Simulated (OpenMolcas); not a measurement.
## C: the spin-orbit constant, thermal populations, worked from levels

| Item | Value |
| --- | --- |
| Program | OpenMolcas 26.06 |
| Basis | ANO-R2 [4s4p2d1f] |
| Scalar Hamiltonian | X2C, finite nucleus |
| Active space | 4 electrons in 4 orbitals (2s 2p) |
| State averaging | 2S+1 = 3 even, 3 roots; 2S+1 = 1 even, 6 roots; 2S+1 = 5 odd, 1 root; 2S+1 = 3 odd, 8 roots |
| Spin-orbit coupling | RASSI with atomic mean-field integrals over the reference wave functions, term energies averaged over their components |

Methods: CASSCF; SS-CASPT2, IPEA 0.25 Eh, imaginary shift 0.1 Eh (closed shells correlated: 1s). Measured levels: NIST Handbook of Basic Atomic Spectroscopic Data.

**The spin-orbit constant.** For the Hund term ³P of p2, E(J) = (A/2) J(J+1) + constant and ζ = 2S·A = 2A. From J = 0 to J = 2 the energy changes by 3 A.

```
   Source  E(2) - E(0)     A   ζ
   CASSCF         44.4  14.8  30
SS-CASPT2         44.4  14.8  30
 measured         43.4  14.5  29
```

All in cm-1. SS-CASPT2 is off by +2.3 % and CASSCF by +2.3 %. Both methods take the spin-orbit matrix elements from the reference wave functions, so the second can move ζ only through the term energies and any multistate remixing. Second-order mixing with other terms is absorbed into this ζ.

**Thermal populations.** Z = Σ (2J + 1) exp(-E/kT) with k = 0.695035 cm-1/K, over the levels below. No other level of either list lies under 60300 cm-1, which is above 7 kT at each temperature.

```tsv
Level	2J + 1	SS-CASPT2	measured
2s² 2p² ³P₀	1	0.0	0.0
2s² 2p² ³P₁	3	14.9	16.4
2s² 2p² ³P₂	5	44.4	43.4
2s² 2p² ¹D₂	5	10020	10193
2s² 2p² ¹S₀	1	20280	21648
2s 2p³ ⁵S°₂	5	30820	33735
```

| T (K) | Z, SS-CASPT2 | Z, measured levels | Ground level (%), SS-CASPT2 | Ground level (%), measured levels |
| --- | --- | --- | --- | --- |
| 5000 | 9.207 | 9.192 | 10.9 | 10.9 |
| 8000 | 9.823 | 9.784 | 10.2 | 10.2 |
| 12000 | 10.684 | 10.603 | 9.4 | 9.4 |

At 12000 K, kT = 8340 cm-1, and the computed levels give Z = 1.000 + 2.995 + 4.973 + 1.504 + 0.088 + 0.124 = 10.684.

CASPT2 does not keep the components of a term degenerate, so their means are used; among the terms shown or strongly mixed into the levels shown the widest spread is 14 cm-1 (2s² 2p² ¹D, SS-CASPT2). Without dynamic correlation excited terms often stand tens of per cent too high (terms of higher spin than the ground term too low), and those without a measured partner can miss by more than the paired ones (holds for CASSCF). Measured partners are found by configuration, term and J. A level has none where our copy of the source lacks it or the pairing is in doubt (some pairs that miss far off the trend of their configuration count as doubtful), and it then counts in no deviation. Only configurations of the active space appear.

° marks odd parity.
